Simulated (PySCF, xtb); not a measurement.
ClH₂Si, SMILES [SiH2]Cl (connectivity only; charge and spin as stated), charge +1, multiplicity 1.

GFN2-xTB (xtb) at its own geometry gives an orbital gap of 3.99 eV.

The structure is a stationary point at PBE-D3(BJ)/def2-TZVP. The multiplicity is an assumed one; other spin states were not compared. The isomer is the one that the SMILES or the coordinates give; other isomers of the formula were not compared.

Problem. What does HF/def2-TZVPD (PySCF) give? (Estimate from the structure and the level; the computed values follow.)

Solution. gap 13.09 eV (levels -19.16 and -6.07 eV).
